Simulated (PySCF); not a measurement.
Compound: C3H5F3OSSi.
Cartesian coordinates in Å at the GFN2-xTB level; atoms count from 1:
```
atom  x, y, z in Å
F1     2.3996    0.8760   -1.0425
C2     2.8169    0.5267    0.1770
F3     2.5152    1.5439    0.9888
F4     4.1380    0.4171    0.1399
S5     2.0473   -1.0379    0.7370
C6     0.3718   -0.4912    0.6393
C7    -0.5392   -1.2121   -0.0075
O8    -1.8320   -0.9358   -0.0855
Si9   -2.7622    0.2917    0.4864
H10    0.1385    0.4117    1.1799
H11   -0.2616   -2.1261   -0.5218
H12   -4.0489   -0.1834    0.0102
H13   -2.6522    0.3621    1.9431
H14   -2.3320    1.5567   -0.1065
```

The closed-shell SCF was solved with PySCF and density fitting under several settings on one GFN2-xTB geometry (grid level 2 and gas phase unless stated).

```tsv
settings	basis functions	SCF cycles	E (Eh)	HOMO (eV)	LUMO (eV)	dipole (D)
PBE0/pcSseg-1	192	14	-1178.9276	-6.95	-0.41	2.57
PBE0/def2-SVPD	243	14	-1178.4485	-6.98	-0.52	2.69
```

Estimate the row for these settings: BHandHLYP/pcSseg-0.

```json
{"settings": "BHandHLYP/pcSseg-0", "basis functions": "99", "SCF cycles": "13", "E (Eh)": "-1177.5217", "HOMO (eV)": "-8.22", "LUMO (eV)": "0.80", "dipole (D)": "3.14"}
```

Over all rows, what range does the HOMO–LUMO gap span?

From 6.46 eV (PBE0/def2-SVPD) to 9.02 eV (BHandHLYP/pcSseg-0). The functional of the narrowest has 25 % exact exchange, that of the widest 50 % exact exchange.

And the dipole moment?

From 2.57 D (PBE0/pcSseg-1) to 3.14 D (BHandHLYP/pcSseg-0); the largest is 1.22 times the smallest, and the median is 2.69 D.

Compare two rows with the functional PBE0: PBE0/pcSseg-1 and PBE0/def2-SVPD. Which energy is lower, and by how much?

PBE0/pcSseg-1 (192 functions) lies 0.4791 Eh or 301 kcal/mol below PBE0/def2-SVPD (243 functions). The smaller set gives the lower energy; the two sets aren't nested, so the variational bound doesn't order them by size.

Cycle counts include a coarse-grid stage where the run had one.

One conformer stands for the species.
